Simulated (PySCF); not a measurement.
**Ionising PBr**

PBE0; PySCF, no relativity, basis sets P def2-TZVPPD, Br def2-TZVPPD. Neutral (UKS): triplet (π ↑↑), Re = 2.173 Å, ωe = 443 cm⁻¹, De = 3.07 eV, HOMO -6.87 eV, LUMO -2.94 eV.

PBr⁺ (UKS): doublet (π ↑), Re = 2.055 Å, ωe = 554 cm⁻¹, De = 4.46 eV to P⁺ + Br. The energies at the minima are -2915.06033 hartree for PBr and -2914.72453 for PBr⁺.

Q: Work out the adiabatic ionisation energy, without and with harmonic zero-point energies (1 hartree = 27.2114 eV, 1 eV = 8065.5 cm⁻¹), and the change of the bond length.

A: At PBE0: 0.33580 hartree = 9.138 eV between the minima; the zero-point term (554.0 − 443.0)/2 cm⁻¹ = +0.007 eV makes it 9.144 eV. Re changes by -11.8 pm against the neutral. The electron leaves a π orbital, and the shorter bond of the ion fits an antibonding orbital, or a change in how ionic the bond is.

PBr⁻ (UKS): doublet (π ↑), Re = 2.316 Å, ωe = 335 cm⁻¹, De = 0.73 eV to P + Br⁻. The energies at the minima are -2915.06033 hartree for PBr and -2915.10150 for PBr⁻.

Q: Work out the adiabatic electron affinity, without and with harmonic zero-point energies (1 hartree = 27.2114 eV, 1 eV = 8065.5 cm⁻¹), and the change of the bond length.

A: At PBE0: 0.04117 hartree = 1.120 eV between the minima; the zero-point term (443.0 − 335.0)/2 cm⁻¹ = +0.007 eV makes it 1.127 eV. Re changes by +14.3 pm against the neutral. The electron enters a π orbital, and the longer bond of the ion fits an antibonding orbital, or a change in how ionic the bond is.

Spin–orbit coupling is left out. For an ion De counts to the pair picked by the measured ionisation energies or electron affinities, which need not be the lowest pair at this level. The highest Kohn–Sham level is positive in this anion. Much of that is self-interaction error, but it also means that the finite basis helps to hold the extra electron. States were picked by a PBE0 search and need not be the measured ground states.
